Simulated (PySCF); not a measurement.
# Rb⁺: ionisation energy

Rb⁺ [Kr] (1S) → Rb²⁺ [Ar] 3d10 4s2 4p5 (2P), as a difference of total energies. Computed with PySCF 2.14 in def2-SVP with the def2 core potential (28 electrons) (5s3p2d, 24 functions), with a scalar-relativistic core potential. Correlated levels: valence: 4s2 frozen. The calculations carry no spin-orbit coupling.

```tsv
method	ionisation energy (eV)
UHF	26.633
PBE	27.461
MP2 (valence)	27.122
SCS-MP2 (valence)	27.099
CCSD(T) (valence)	27.178
```

Q: Estimate what CCSD (valence) gives.

A: 27.168 eV, closest to CCSD(T) (valence) among the rows shown.

Q: Estimate what PBE0 gives.

A: 27.550 eV, closest to PBE among the rows shown.

The reference lies between the lowest fine-structure levels, while these numbers refer to the centres of the terms.

Errors of the correlated levels include the incompleteness of this basis and the frozen core.

For comparison: 27.290 eV (measured; NIST Atomic Spectra Database, ionization energies).
